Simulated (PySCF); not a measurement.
**TDDFT excited states: C6H7NO**

Species: 2-methoxypyridine, C₆H₇NO.
Bonds: C1–O2, O2–C3, C3–C4 (aromatic), C4–C5 (aromatic), C5–C6 (aromatic), C6–C7 (aromatic), C7–N8 (aromatic), C3–N8 (aromatic). Hydrogens: H9, H10, H11 on C1; H12 on C4; H13 on C5; H14 on C6; H15 on C7.

Level of theory: TDDFT wB97X-D/def2-SVPD, vertical, gas phase, core orbitals frozen in the response in PySCF 2.14.0, density-fitted response routines. The structure is a single GFN2-xTB conformer in the gas phase; no vibrational or solvent corrections. Torsions of this conformer, `[CH3:1][O:2][c:3]1[cH:4][cH:5][cH:6][cH:7][n:8]1`: C1–O2–C3–C4 180°.

Question: Predict the UV-vis stick spectrum at this level.

Answer: 

```tsv
state	E (eV)	ν̃ (cm⁻¹)	f	symmetry	main configurations (H = HOMO, L = LUMO)
S1	5.24	42260	0.074	A′	H→L (88%), H-2→L+1 (9%)
S2	5.50	44360	0.0028	A″	H-1→L (98%)
S3	6.06	48840	0.0003	–	H-1→L+1 (98%)
S4	6.16	49680	0.164	A′	H→L+1 (85%), H-2→L (12%)
S5	7.01	56550	0.0001	–	H→L+2 (86%)
S6	7.37	59460	0.579	A′	H-2→L (75%), H→L+1 (11%)
S7	7.55	60870	0.208	A′	H-2→L+1 (70%), H-3→L (10%)
S8	7.68	61980	0.026	A″	H→L+3 (74%), H→L+5 (9%)
```

Triplets (Tamm–Dancoff): T1 4.10 eV, H→L (79%), H→L+1 (11%); T2 4.42 eV, H→L+1 (73%), H→L (16%); T3 4.97 eV, H-1→L (94%).

The lowest singlet lies at 5.24 eV (237 nm, ultraviolet) and is of moderate strength; its leading configuration is HOMO→LUMO (88%). The strongest level in the table is S6 at 7.37 eV (168 nm, f = 0.579). Löwdin shares by element: HOMO carbon 48% or more, oxygen 21% (atoms not listed hold the other 31%); LUMO carbon 58% or more, nitrogen 18% (atoms not listed hold the other 24%). Weighted by f, the mean energy of these states is 7.07 eV. Of the 8 states listed, 5 reach f = 0.01 and 2 stay under 0.0005. Orbital energies (eV): HOMO-3 -11.39, HOMO-2 -10.19, HOMO-1 -9.60, HOMO -8.56, LUMO 1.05, LUMO+1 1.68, LUMO+2 2.45. Symmetry labels in Cs follow from the direction of the transition dipole and are given only for states with f of 0.002 or more. Only the lowest 8 singlets were computed, as vertical energies without vibronic structure.

Time: 78 s; peak memory 0.91 GiB. Hardware: one thread, Arm Neoverse N1 (aarch64), no GPU, on a shared host.
